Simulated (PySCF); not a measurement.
Checking a proposed structure

A compound C5H5F3Si gives the data below (simulated from a calculation) and was assigned the structure `F[Si](F)(F)C1=CCC=C1`.

13C{1H} NMR (computed): δ 168.2 (C), 143.1 (C), 139.9 (C), 139.5 (CH2), 16.2 (CH).

1H NMR (400 MHz, computed): δ 7.04 (br s, 1H), 6.85 (br s, 1H), 3.60 (m, 1H), 3.60 (m, 1H), 2.35 (m, 1H).

[PySCF: shieldings: GIAO PBE0/pcSseg-1; geometry: GFN2-xTB; gas phase; no relativistic terms; one conformer]

Referencing at the same level of theory: 1H and 13C vs TMS.

**Question.** Compare with the shifts computed for the proposed structure, pairing carbons in order of shift.

**Answer.** Mapped SMILES: `[F:1][Si:2]([F:3])([F:4])[C:5]1=[CH:6][CH2:7][CH:8]=[CH:9]1`. Each H is labelled by its parent atom.

| atom | computed for proposal | given list | difference |
| --- | --- | --- | --- |
| C6 | 162.6 | 168.2 | -5.6 |
| C8 | 142.9 | 143.1 | -0.2 |
| C9 | 139.9 | 139.9 | +0.0 |
| C5 | 135.5 | 139.5 | -4.0 |
| C7 | 48.3 | 16.2 | +32.1 |

The rms difference is 14.7 ppm and the largest +32.1 ppm at C7 (allylic sp3 CH2). The carbon types in order of shift don't match either: CH, CH, CH, C, CH2 for the proposal against C, C, C, CH2, CH in the data. The proposal doesn't fit.

**Question.** Which isomer fits?

**Answer.** SMILES FC([C@H]1C(=C)[SiH2]1)=C(F)F.

1. Carbon types of the structure: 3 × C, 1 × CH, 1 × CH2, leaving 2 H on heteroatoms.
2. δC 168.2, 143.1, 139.9: fully substituted alkene carbon.
3. δC 139.5: terminal =CH2 carbon; the olefinic region.
4. δC 16.2: three-membered-ring carbon; carbons of three-membered rings are unusually shielded.
5. δH 7.04, 6.85: hydrogen on a terminal =CH2 carbon; attached to an sp2 carbon and in the plane of the double bond.

Other isomers checked: FC1=C[Si](F)(F)C=CC1 (rms 22.2 ppm).

This is the structure that produced the data.

Splittings by 19F in the carbon and heteronuclear signals aren't shown, as no couplings were computed. Shifts are as computed. Against solution values, carbons near 30 ppm lie about +3 ppm off and those near 130 ppm about +5 ppm. Of 1211 compounds with measured shifts, 218 miss one by over three times the rms of a fit or turn the order of signals round; such compounds aren't used in these exercises. Multiplicities follow the n + 1 count of equivalent neighbours, as no J values were calculated; m marks all less simple cases, F and P coupling included.
